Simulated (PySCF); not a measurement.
SMILES Oc1c(cccc1)C=C, singlet at its GFN2-xTB optimised geometry (Å):

```
17

C      2.5042    -1.7929     0.0000
C      1.1761    -1.7929     0.0000
C      0.2787    -0.6456     0.0000
C     -1.0951    -0.8926     0.0480
C     -2.0306     0.1224     0.0573
C     -1.6069     1.4390     0.0156
C     -0.2541     1.7164    -0.0362
C      0.6922     0.6983    -0.0445
O      2.0163     1.0098    -0.0981
H      3.0543    -2.7196     0.0033
H      3.0838    -0.8892    -0.0021
H      0.6568    -2.7448     0.0054
H     -1.4294    -1.9198     0.0804
H     -3.0838    -0.1105     0.0965
H     -2.3216     2.2481     0.0225
H      0.0850     2.7448    -0.0708
H      2.1164     1.9697    -0.1321
```

Calculation: B3LYP/def2-SVP (PySCF). Cells within 0.4 Å of a nucleus heavier than hydrogen are left out (blank, or x).

Map of the HOMO−1 amplitude (bohr^(-3/2)) on the plane z = 0.0 Å; orbital energy -6.63 eV, overall sign arbitrary:

```
|55555555555555555555555555555|
|55555555555555555555555555555|
|55555555555555555555555555555|
|55555555555555555555555555555|
|55555555555555555555555555555|
|55555555555556666555555555555|
|55555555555566666655555555555|
|55555555555666666655555555555|
|55555555555667776655555555555|
|5555555555566xx76654455555555|
|555555555xx56xx87642245555555|
|5555555555x56677762xx35555555|
|555556666655566xx63x045555555|
|555556678x765566x654455555555|
|55556667xx8665556655555555555|
|55556667898876xx5555555555555|
|55555666789xx6xx5555555555555|
|55555666679x86665555555555555|
|55555566667776655x55xx5555555|
|55555556666666555x55xx5555555|
|55555555666666555555555555555|
|55555555566655555555555555555|
|55555555555555555555555555555|
|55555555555555555555555555555|
|55555555555555555555555555555|
|55555555555555555555555555555|
|55555555555555555555555555555|
|55555555555555555555555555555|
|55555555555555555555555555555|
```
Scale: ten equal steps from -0.037 (start of '0') to 0.026 (end of '9'), in the order '0123456789'; x runs from -5.50 to 5.50, y from -5.50 (bottom) to 5.50 (top).
